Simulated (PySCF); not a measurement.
C₃H₇NSi, SMILES C=C=CN[SiH3].

Geometry: B3LYP-D3(BJ)/def2-SVP. The structure was generated by enumeration, and PubChem lists no compound with its InChIKey, so it may never have been made. One conformer was computed; it need not be the lowest.

All values below come from PySCF 2.14.0 with B3LYP-D3(BJ)/def2-SVP.

Frequencies are harmonic and unscaled.

```json
[
 {"mode": "1", "ν (cm⁻¹)": "109", "IR (km/mol)": "0.1", "moving atoms (share of kinetic energy)": "C 45 %, Si 32 %, H 20 %"},
 {"mode": "2", "ν (cm⁻¹)": "131", "IR (km/mol)": "0.0", "moving atoms (share of kinetic energy)": "H 61 %, N 19 %, C 18 %"},
 {"mode": "3", "ν (cm⁻¹)": "149", "IR (km/mol)": "0.2", "moving atoms (share of kinetic energy)": "H 90 %"},
 {"mode": "4", "ν (cm⁻¹)": "233", "IR (km/mol)": "12.1", "moving atoms (share of kinetic energy)": "H 51 %, C 34 %, N 15 %"},
 {"mode": "5", "ν (cm⁻¹)": "274", "IR (km/mol)": "76.6", "moving atoms (share of kinetic energy)": "H 63 %, C 29 %"},
 {"mode": "6", "ν (cm⁻¹)": "284", "IR (km/mol)": "2.9", "moving atoms (share of kinetic energy)": "C 57 %, H 18 %, N 15 %, Si 10 %"},
 {"mode": "7", "ν (cm⁻¹)": "608", "IR (km/mol)": "31.7", "moving atoms (share of kinetic energy)": "H 48 %, C 36 %, N 11 %"},
 {"mode": "8", "ν (cm⁻¹)": "622", "IR (km/mol)": "1.7", "moving atoms (share of kinetic energy)": "H 63 %, C 34 %"},
 {"mode": "9", "ν (cm⁻¹)": "713", "IR (km/mol)": "29.2", "moving atoms (share of kinetic energy)": "H 84 %, Si 8 %"},
 {"mode": "10", "ν (cm⁻¹)": "721", "IR (km/mol)": "14.1", "moving atoms (share of kinetic energy)": "C 36 %, Si 26 %, N 19 %, H 19 %"},
 {"mode": "11", "ν (cm⁻¹)": "813", "IR (km/mol)": "45.1", "moving atoms (share of kinetic energy)": "N 41 %, H 37 %, Si 12 %, C 10 %"},
 {"mode": "12", "ν (cm⁻¹)": "891", "IR (km/mol)": "10.4", "moving atoms (share of kinetic energy)": "H 84 %, C 16 %"},
 {"mode": "13", "ν (cm⁻¹)": "909", "IR (km/mol)": "25.7", "moving atoms (share of kinetic energy)": "H 74 %, C 26 %"},
 {"mode": "14", "ν (cm⁻¹)": "933", "IR (km/mol)": "77.9", "moving atoms (share of kinetic energy)": "H 96 %"},
 {"mode": "15", "ν (cm⁻¹)": "952", "IR (km/mol)": "237.5", "moving atoms (share of kinetic energy)": "H 91 %, Si 8 %"},
 {"mode": "16", "ν (cm⁻¹)": "987", "IR (km/mol)": "119.0", "moving atoms (share of kinetic energy)": "H 91 %"},
 {"mode": "17", "ν (cm⁻¹)": "1014", "IR (km/mol)": "1.1", "moving atoms (share of kinetic energy)": "H 69 %, C 31 %"},
 {"mode": "18", "ν (cm⁻¹)": "1023", "IR (km/mol)": "8.3", "moving atoms (share of kinetic energy)": "C 51 %, H 38 %, N 10 %"},
 {"mode": "19", "ν (cm⁻¹)": "1215", "IR (km/mol)": "48.1", "moving atoms (share of kinetic energy)": "H 75 %, C 13 %, N 12 %"},
 {"mode": "20", "ν (cm⁻¹)": "1361", "IR (km/mol)": "226.9", "moving atoms (share of kinetic energy)": "H 53 %, C 25 %, N 22 %"},
 {"mode": "21", "ν (cm⁻¹)": "1407", "IR (km/mol)": "37.5", "moving atoms (share of kinetic energy)": "H 78 %, N 16 %"},
 {"mode": "22", "ν (cm⁻¹)": "1501", "IR (km/mol)": "47.2", "moving atoms (share of kinetic energy)": "C 49 %, H 48 %"},
 {"mode": "23", "ν (cm⁻¹)": "2065", "IR (km/mol)": "41.3", "moving atoms (share of kinetic energy)": "C 98 %"},
 {"mode": "24", "ν (cm⁻¹)": "2215", "IR (km/mol)": "141.4", "moving atoms (share of kinetic energy)": "H 96 %"},
 {"mode": "25", "ν (cm⁻¹)": "2225", "IR (km/mol)": "60.0", "moving atoms (share of kinetic energy)": "H 98 %"},
 {"mode": "26", "ν (cm⁻¹)": "2237", "IR (km/mol)": "129.9", "moving atoms (share of kinetic energy)": "H 96 %"},
 {"mode": "27", "ν (cm⁻¹)": "3080", "IR (km/mol)": "28.0", "moving atoms (share of kinetic energy)": "H 95 %"},
 {"mode": "28", "ν (cm⁻¹)": "3138", "IR (km/mol)": "8.4", "moving atoms (share of kinetic energy)": "H 92 %, C 8 %"},
 {"mode": "29", "ν (cm⁻¹)": "3154", "IR (km/mol)": "7.1", "moving atoms (share of kinetic energy)": "H 89 %, C 11 %"},
 {"mode": "30", "ν (cm⁻¹)": "3640", "IR (km/mol)": "51.5", "moving atoms (share of kinetic energy)": "H 93 %"}
]
```
